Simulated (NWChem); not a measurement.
A calculation on HFSi

```xyz
3

Si    -0.4560     0.4037     0.0000
H      0.5537     1.5754     0.0000
F      0.6478    -0.8030     0.0000
```
Charge 0, spin multiplicity 1.

The numbers come from NWChem runs, not from measurements. All single points use one geometry, from PBE0/def2-SVP, a minimum by its harmonic frequencies.

Static limit. This basis has no diffuse functions, which lowers polarisabilities.

The correlated methods keep 6 core orbitals frozen. The Pople sets run with spherical d functions. The structure started from a generated list of species.

Problem. Give the polarisability tensor in bohr³ at CCSD linear response/6-31G* (spherical d), 6 core orbitals frozen, in the frame of the coordinates, and its isotropic mean.

Solution. 
```
21.65   2.61   0.00
 2.61  27.40   0.00
 0.00   0.00  21.47
```
Mean (one third of the trace): 23.51 bohr³.
